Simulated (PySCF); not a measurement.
**C₆ coefficients of unlike pairs at M06**

Calculated with PySCF 2.14 from the dipole response of each species, C₆(A,B) = (3/π) ∫ α_A(iu) α_B(iu) du, in atomic units, from isotropic polarisabilities. For ions this is the dispersion term alone; charge-induced terms of lower order in 1/R come first.

| species | configuration | basis | relativity | α (bohr³) | C₆ (like pair) |
| --- | --- | --- | --- | --- | --- |
| Ar²⁺ | [Ne] 3s2 3p4 (3P) | def2-TZVPPD (6s6p4d1f) | none | 4.756 | 16.43 |
| F | [He] 2s2 2p5 (2P) | aug-cc-pVTZ with one added diffuse shell each of s, p, d, f type (6s5p4d3f) | none | 4.023 | 10.65 |
| Ni²⁺ | [Ar] 3d8 (3F) | aug-cc-pVTZ with one added diffuse shell each of s, p, d, f, g type (9s8p6d4f3g) | none | 3.267 | 9.121 |
| Ba⁺ | [Xe] 6s1 (2S) | aug-cc-pwCVTZ-X2C with one added diffuse shell each of s, p, d, f type (12s11p9d5f) | spin-free X2C | 93.76 | 895.2 |

**Question.** Estimate C₆ for Ni²⁺ with Ar²⁺.

**Answer.** The integral gives 12.02. The combination rule 2 C_A C_B / (C_A α_B/α_A + C_B α_A/α_B) gives 12.20 and the geometric mean 12.24.

No spin-orbit coupling is included.

The other pairs:

```
     pair     C₆
Ba⁺, Ar²⁺  93.51
  Ni²⁺, F  9.721
  F, Ar²⁺  13.21
   Ba⁺, F  76.64
Ba⁺, Ni²⁺  65.74
```
